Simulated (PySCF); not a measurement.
**Computed spin Hamiltonian**

C6H6O2 (charge +1 and doublet state).
SMILES with atom numbers: `[CH3:1][C:2](=[O:3])[C@@H:4]1[CH+:5][C:6]1[CH:7]=[O:8]` (hydrogens: H9, H10, H11 on C1; H12 on C4; H13 on C5; H14 on C7)

Structure used (GFN2-xTB), in Å, numbered top down from 1:
```xyz
14
C6H6O2 angstrom
C      2.2247    0.1358   -0.2006
C      0.7791   -0.0338   -0.4713
O      0.2780   -0.3996   -1.4960
C     -0.1456    0.3455    0.6997
C     -0.9396   -0.7218    1.3297
C     -1.6038    0.0239    0.4512
C     -2.4220    0.1251   -0.7026
O     -3.4933    0.4896   -1.0106
H      2.4523    1.2041   -0.1825
H      2.4923   -0.2702    0.7733
H      2.8080   -0.3345   -0.9907
H      0.1633    1.2402    1.2292
H     -0.9454   -1.5228    2.0323
H     -1.6488   -0.2820   -1.4832
```

The hyperfine couplings belong to this conformer and change with its torsions.

Theory: UKS B3LYP, pcH-1 on C H O, non-relativistic, mean-field spin-orbit, GIAO in PySCF 2.14.0. The structure is a single GFN2-xTB conformer in the gas phase; no vibrational or solvent corrections. Couplings are sensitive to structure, and on GFN2-xTB geometries they can be far from those on DFT ones, by a factor of two or more for some ions and for spin on atoms past the first row. No stability test was run, so a lower SCF solution isn't excluded.

```json
{
 "g1, g2, g3": "2.00030, 2.00188, 2.00450",
 "g_iso": "2.00223",
 "Form of g": "rhombic: the two nearest values differ by 38 % of g3 − g1",
 "⟨S²⟩": "0.7584 (exact 0.7500)",
 "α and β electrons": "29, 28",
 "Total energy": "-382.26821 Eh"
}
```

Hyperfine couplings atom by atom, in 10⁻⁴ cm⁻¹; T1 to T3 are the principal values of the dipolar part; ρ(0) is the spin density at the nucleus (1 × 10⁻⁴ cm⁻¹ = 2.998 MHz):

```
atom  isotope  a_iso     T1    T2    T3  Mulliken spin population  ρ(0) (bohr⁻³)
  C1      13C   10.1   -2.5  -2.4   4.9                      0.06         0.0270
  C2      13C   -4.1   -4.2  -0.6   4.8                      0.00        -0.0110
  O3      17O   -9.3  -32.6  15.1  17.5                      0.30         0.0460
  C4      13C    0.0   -3.4  -2.8   6.2                      0.03         0.0001
  C5      13C    5.0   -6.0  -5.6  11.6                      0.20         0.0132
  C6      13C    4.3   -4.6  -2.7   7.2                      0.04         0.0114
  C7      13C   -5.1   -4.0  -0.8   4.8                      0.02        -0.0136
  O8      17O   -5.9  -26.4  12.2  14.1                      0.24         0.0290
  H9       1H   -1.0   -1.2  -0.3   1.4                      0.00        -0.0007
 H10       1H   -1.2   -1.3  -0.2   1.4                      0.00        -0.0008
 H11       1H   -0.1   -1.5   0.0   1.5                      0.00        -0.0001
 H12       1H   26.0   -1.5  -0.9   2.4                      0.03         0.0174
 H13       1H   -5.7   -2.8  -0.5   3.4                     -0.01        -0.0038
 H14       1H   94.9   -4.0  -3.0   7.0                      0.09         0.0637
```

The Mulliken spin populations are largest on O3 (+0.30), O8 (+0.24), C5 (+0.20) and H14 (+0.09). Three atoms exceed +0.15.

The SMILES `CC(=O)[C@@H]1[CH+][C]1C=O` draws the unpaired electron on C6, whose computed spin population is only +0.04.

Under fast tumbling the dipolar parts average out, and these isotropic splittings remain: 1 × 1H (H14, I = 1/2, 2 lines) with 10.16 mT, 1 × 1H (H12, I = 1/2, 2 lines) with 2.78 mT, 1 × 1H (H13, I = 1/2, 2 lines) with 0.61 mT and 3 × 1H (H9/H10/H11, I = 1/2, 4 lines) with 0.08 mT.

Means are taken over nuclei equivalent by connectivity, which assumes that they swap fast.

The 13C coupling of C1 (30.3 MHz) shows only in satellite lines or after enrichment, since that isotope makes up about 1.07 % of natural carbon.

The 17O coupling of O3 (-27.9 MHz) shows only in satellite lines or after enrichment, since that isotope makes up about 0.038 % of natural oxygen.
